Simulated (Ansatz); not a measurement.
Problem. Predict a relaxed structure of the cluster Li₇⁺, charge 1, singlet, at PBE/def2-TZVP (Ansatz).

Solution. 
```csv
atom,x (Å),y (Å),z (Å)
Li1,-1.799,-0.223,2.058
Li2,1.412,-0.334,2.327
Li3,0.239,0.344,-2.710
Li4,0.030,1.270,0.164
Li5,-0.030,-1.270,-0.164
Li6,2.671,0.016,-0.620
Li7,-2.523,0.197,-1.055
```
Point group D5h (tolerance 0.1 Å). This is one stationary point.

The restricted singlet is unstable towards broken spin symmetry in Hartree–Fock (as tested in another run); at PBE/def2-TZVP this wasn't settled. The structure comes from a short search, and lower isomers may exist.
